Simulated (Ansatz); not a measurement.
Correlation energies of C$_{3}$H$_{10}$OZr (`[CH3][Zr]([CH3])([CH3])[OH]`) by basis set

```xyz
15

C    -0.690   -1.599    1.204
Zr   -0.167    0.313    0.192
C     2.050    0.503    0.161
C    -0.892    0.216   -1.910
O    -0.954    1.793    1.106
H     0.103   -2.338    1.026
H    -0.819   -1.508    2.288
H    -1.620   -2.016    0.795
H     2.494    0.035    1.049
H     2.452   -0.021   -0.718
H     2.407    1.537    0.120
H    -0.888   -0.828   -2.253
H    -0.226    0.780   -2.576
H    -1.906    0.605   -2.050
H    -1.345    2.529    1.566
```

Total charge 0; spin multiplicity 1. Correlated methods include outer-core shells of Zr, which these sets cover unevenly. Zr takes the def2 core potential. The geometry is a stationary point of PBE0-D4/def2-TZVP. It is one conformer, not always the lowest. Frozen core, restricted reference, Ansatz.

```
     basis     HF (Eh)  MP2 corr.  CCSD corr.       (T)  CCSD(T) total
  def2-SVP  -240.71913   -0.88399    -0.93843  -0.02928     -241.68684
def2-TZVPP  -240.96082   -1.14480    -1.18797  -0.04846     -242.19725
def2-QZVPP  -240.97472   -1.24948           –         –              –
```
